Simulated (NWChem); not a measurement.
# ZrN$_{2}$H$_{4}$O; SMILES [NH]=[Zr]([NH2])[OH]

```xyz
8

Zr    -0.0484    -0.0282    -0.1900
N     -1.7630     0.3700     0.2752
H     -2.7098     0.4737     0.6287
O      0.6693    -1.8065     0.2469
H      0.5583    -2.6635     0.6611
N      1.1526     1.5890     0.2185
H      2.1660     1.5598     0.3279
H      0.8389     2.4985     0.5500
```
Atoms are numbered in this order, from 1.

Results from NWChem. Coordinates come from a PBE0/def2-SVP (def2 core potentials past Kr) optimisation.

**Question.** What does the run give for PBE/STO-3G (all-electron, non-relativistic)? Quantities: highest occupied level (eV); orbital gap (eV); dipole (D).

**Answer.** The highest occupied level (eV) comes out as -1.43 and the orbital gap (eV) is 2.88. The dipole (D) is 2.52.
